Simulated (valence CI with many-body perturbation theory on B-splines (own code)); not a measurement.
## Re60+: electric-dipole lines

Method: valence CI with perturbative core correlation (CI+MBPT): five valence electrons over a frozen Dirac-Fock core [Ne], radial functions for each j: 9 s, 9 p, 8 d, 6 f, 3 g, 1 h, with the one-electron correlation potential Σ1, the two-electron term Σ2, the three-electron term Σ3, Breit, model QED; selected CI, second order for the rest (own B-spline code, finite nucleus).

No measured spectrum was set against this ion. As an estimate, large intervals hold to a few tenths of a per cent, small ones and those within an open d or f shell to about a per cent. Among the levels kept, up to 600 cm⁻¹ of a level comes from second order outside the variational space, and about a tenth of that is noise between levels of different J, which matters for small intervals.

Lines 1 to 50 of 222 in falling wavelength, among levels below 7857.5 × 10³ cm⁻¹, chosen from the strongest by gf and those to the six lowest levels. Wavelengths and rates use the calculated energies. Electric multipoles are in the length gauge, E1 and E2 with the static RPA response of the core. Weak lines are less certain than strong ones. Lines between different terms over intervals too small for the method are left out, as are lines whose strength nearly cancels. The highest levels of a list are the least certain.

Levels are named by their leading jj configuration (3d3/2^4 stands for four electrons in 3d with j = 3/2), which in mixed levels can hold well under half, so a name can repeat and another be missing. Letters in brackets count levels of one name in rising energy.

```csv
λ vac (nm),Upper,Lower,A (s⁻¹),S (a.u.) with core polarisation,S without
39.85,(3s^2 3p1/2 3p3/2^2) J=3/2,(3s^2 3p1/2^2 3d5/2) J=5/2,1.65e+05,2.07e-05,2.10e-05
28.78,(3s^2 3p1/2 3p3/2^2) J=5/2,(3s^2 3p1/2^2 3d5/2) J=5/2,8.09e+05,5.71e-05,5.81e-05
10.13,(3s 3p1/2^2 3p3/2 3d3/2) J=5/2 [a],(3s^2 3p1/2 3p3/2 3d3/2) J=3/2 [b],2.02e+09,6.20e-03,6.30e-03
9.458,(3s^2 3p1/2 3p3/2^2) J=3/2,(3s^2 3p1/2^2 3d3/2) J=3/2,8.30e+04,1.39e-07,1.43e-07
8.667,(3s^2 3p1/2 3p3/2^2) J=5/2,(3s^2 3p1/2^2 3d3/2) J=3/2,8.06e+07,1.55e-04,1.58e-04
8.569,(3s 3p1/2^2 3p3/2 3d3/2) J=7/2,(3s^2 3p1/2 3p3/2 3d3/2) J=5/2 [b],8.19e+09,2.03e-02,2.07e-02
8.158,(3s 3p1/2^2 3p3/2 3d3/2) J=3/2 [b],(3s^2 3p1/2 3p3/2 3d3/2) J=3/2 [b],5.58e+09,5.98e-03,6.07e-03
8.113,(3s 3p1/2^2 3p3/2 3d3/2) J=3/2 [b],(3s^2 3p1/2 3p3/2 3d3/2) J=1/2 [b],2.91e+09,3.07e-03,3.12e-03
7.812,(3s^2 3p1/2 3p3/2^2) J=1/2,(3s^2 3p1/2^2 3d3/2) J=3/2,9.69e+05,4.56e-07,4.67e-07
7.607,(3s 3p1/2^2 3p3/2 3d3/2) J=5/2 [b],(3s^2 3p1/2 3p3/2 3d3/2) J=3/2 [b],1.24e+09,1.62e-03,1.65e-03
7.590,(3s 3p1/2^2 3p3/2 3d3/2) J=3/2 [b],(3s^2 3p1/2 3p3/2 3d3/2) J=5/2 [b],1.44e+09,1.25e-03,1.27e-03
7.581,(3s 3p1/2^2 3p3/2 3d5/2) J=7/2 [a],(3s^2 3p1/2 3p3/2 3d5/2) J=7/2 [b],7.33e+09,1.26e-02,1.28e-02
7.566,(3s 3p1/2^2 3p3/2 3d5/2) J=9/2,(3s^2 3p1/2 3p3/2 3d5/2) J=9/2,1.14e+10,2.44e-02,2.48e-02
7.556,(3s 3p1/2^2 3p3/2 3d3/2) J=5/2 [a],(3s^2 3p1/2 3p3/2 3d3/2) J=7/2,2.67e+09,3.41e-03,3.47e-03
7.515,(3s 3p1/2^2 3p3/2 3d5/2) J=7/2 [a],(3s^2 3p1/2 3p3/2 3d5/2) J=5/2 [b],1.08e+10,1.82e-02,1.84e-02
7.457,(3s 3p1/2^2 3p3/2^2) J=5/2,(3s^2 3p1/2 3p3/2^2) J=5/2,1.03e+10,1.27e-02,1.29e-02
7.398,(3s 3p1/2^2 3p3/2 3d3/2) J=1/2 [b],(3s^2 3p1/2 3p3/2 3d3/2) J=3/2 [b],3.83e+09,1.53e-03,1.55e-03
7.361,(3s 3p1/2^2 3p3/2 3d3/2) J=1/2 [b],(3s^2 3p1/2 3p3/2 3d3/2) J=1/2 [b],1.20e+10,4.74e-03,4.81e-03
7.170,(3s 3p1/2^2 3p3/2 3d3/2) J=5/2 [a],(3s^2 3p1/2 3p3/2 3d3/2) J=3/2 [a],2.75e+09,3.00e-03,3.04e-03
7.111,(3s 3p1/2^2 3p3/2 3d3/2) J=5/2 [b],(3s^2 3p1/2 3p3/2 3d3/2) J=5/2 [b],6.45e+09,6.87e-03,6.98e-03
7.086,(3s 3p1/2^2 3p3/2 3d3/2) J=7/2,(3s^2 3p1/2 3p3/2 3d3/2) J=7/2,1.54e+10,2.16e-02,2.19e-02
7.081,(3s 3p1/2^2 3p3/2 3d3/2) J=3/2 [a],(3s^2 3p1/2 3p3/2 3d3/2) J=3/2 [a],9.72e+09,6.81e-03,6.92e-03
7.069,(3s 3p1/2^2 3p3/2 3d3/2) J=3/2 [a],(3s^2 3p1/2 3p3/2 3d3/2) J=1/2 [a],3.15e+09,2.20e-03,2.23e-03
7.021,(3s 3p1/2^2 3p3/2 3d3/2) J=5/2 [a],(3s^2 3p1/2 3p3/2 3d3/2) J=5/2 [a],1.54e+10,1.57e-02,1.60e-02
7.005,(3s 3p1/2^2 3p3/2 3d5/2) J=9/2,(3s^2 3p1/2 3p3/2 3d5/2) J=7/2 [a],2.75e+10,4.66e-02,4.73e-02
6.989,(3s 3p1/2^2 3p3/2 3d3/2) J=1/2 [a],(3s^2 3p1/2 3p3/2 3d3/2) J=3/2 [a],1.07e+10,3.62e-03,3.68e-03
6.978,(3s 3p1/2^2 3p3/2 3d3/2) J=1/2 [a],(3s^2 3p1/2 3p3/2 3d3/2) J=1/2 [a],1.77e+10,5.94e-03,6.03e-03
6.976,(3s 3p1/2^2 3p3/2 3d5/2) J=5/2 [a],(3s^2 3p1/2 3p3/2 3d5/2) J=5/2 [a],1.71e+10,1.72e-02,1.75e-02
6.957,(3s 3p1/2^2 3p3/2^2) J=5/2,(3s^2 3p1/2 3p3/2^2) J=3/2,1.64e+10,1.63e-02,1.66e-02
6.956,(3s 3p1/2 3p3/2^3) J=5/2,(3s^2 3p3/2^3) J=3/2,1.73e+10,1.72e-02,1.75e-02
6.935,(3s 3p1/2^2 3p3/2 3d3/2) J=3/2 [a],(3s^2 3p1/2 3p3/2 3d3/2) J=5/2 [a],1.33e+10,8.75e-03,8.88e-03
6.861,(3s 3p1/2^2 3p3/2^2) J=3/2,(3s^2 3p1/2 3p3/2^2) J=1/2,1.81e+05,1.15e-07,1.19e-07
6.855,(3s 3p1/2^2 3p3/2 3d5/2) J=7/2 [b],(3s^2 3p1/2 3p3/2 3d5/2) J=7/2 [b],5.12e+09,6.51e-03,6.61e-03
6.840,(3s 3p1/2^2 3p3/2 3d5/2) J=1/2,(3s^2 3p1/2 3p3/2 3d5/2) J=3/2 [b],3.13e+10,9.90e-03,1.01e-02
6.839,(3s 3p1/2^2 3p3/2 3d5/2) J=5/2 [a],(3s^2 3p1/2 3p3/2 3d5/2) J=3/2 [a],2.44e+10,2.31e-02,2.34e-02
6.801,(3s 3p1/2^2 3p3/2 3d5/2) J=7/2 [b],(3s^2 3p1/2 3p3/2 3d5/2) J=5/2 [b],1.04e+10,1.29e-02,1.31e-02
6.780,(3s 3p1/2^2 3p3/2^2) J=1/2,(3s^2 3p1/2 3p3/2^2) J=1/2,3.56e+10,1.10e-02,1.11e-02
6.719,(3s 3p1/2^2 3p3/2 3d5/2) J=3/2 [b],(3s^2 3p1/2 3p3/2 3d5/2) J=1/2,2.26e+10,1.36e-02,1.38e-02
6.663,(3s 3p1/2^2 3p3/2 3d5/2) J=3/2 [a],(3s^2 3p1/2 3p3/2 3d5/2) J=5/2 [a],2.01e+10,1.17e-02,1.19e-02
6.613,(3s 3p1/2^2 3p3/2 3d3/2) J=7/2,(3s^2 3p1/2 3p3/2 3d3/2) J=5/2 [a],3.89e+09,4.44e-03,4.51e-03
6.580,(3s 3p1/2^2 3p3/2 3d5/2) J=3/2 [b],(3s^2 3p1/2 3p3/2 3d5/2) J=3/2 [b],2.85e+10,1.60e-02,1.63e-02
6.574,(3s 3p1/2^2 3p3/2 3d5/2) J=7/2 [a],(3s^2 3p1/2 3p3/2 3d5/2) J=9/2,8.85e+09,9.93e-03,1.01e-02
6.538,(3s 3p1/2^2 3p3/2 3d5/2) J=3/2 [a],(3s^2 3p1/2 3p3/2 3d5/2) J=3/2 [a],6.77e+09,3.74e-03,3.79e-03
6.396,(3s^2 3p1/2 3d3/2^2) J=3/2,(3s^2 3p1/2 3p3/2 3d5/2) J=5/2 [a],9.07e+09,4.68e-03,4.76e-03
6.390,(3s^2 3p1/2 3d3/2^2) J=5/2,(3s^2 3p1/2 3p3/2 3d3/2) J=3/2 [b],3.16e+09,2.44e-03,2.48e-03
6.354,(3s 3p1/2^2 3p3/2 3d5/2) J=5/2 [b],(3s^2 3p1/2 3p3/2 3d5/2) J=7/2 [b],3.89e+10,2.95e-02,3.00e-02
6.314,(3s 3p1/2^2 3p3/2^2) J=3/2,(3s^2 3p1/2 3p3/2^2) J=5/2,3.57e+10,1.78e-02,1.80e-02
6.308,(3s 3p1/2^2 3p3/2 3d5/2) J=5/2 [b],(3s^2 3p1/2 3p3/2 3d5/2) J=5/2 [b],1.65e+10,1.22e-02,1.24e-02
6.281,(3s^2 3p1/2 3d3/2^2) J=3/2,(3s^2 3p1/2 3p3/2 3d5/2) J=3/2 [a],2.10e+09,1.03e-03,1.04e-03
6.242,(3s 3p1/2 3p3/2^3) J=1/2,(3s^2 3p3/2^3) J=3/2,3.65e+10,8.76e-03,8.89e-03
```
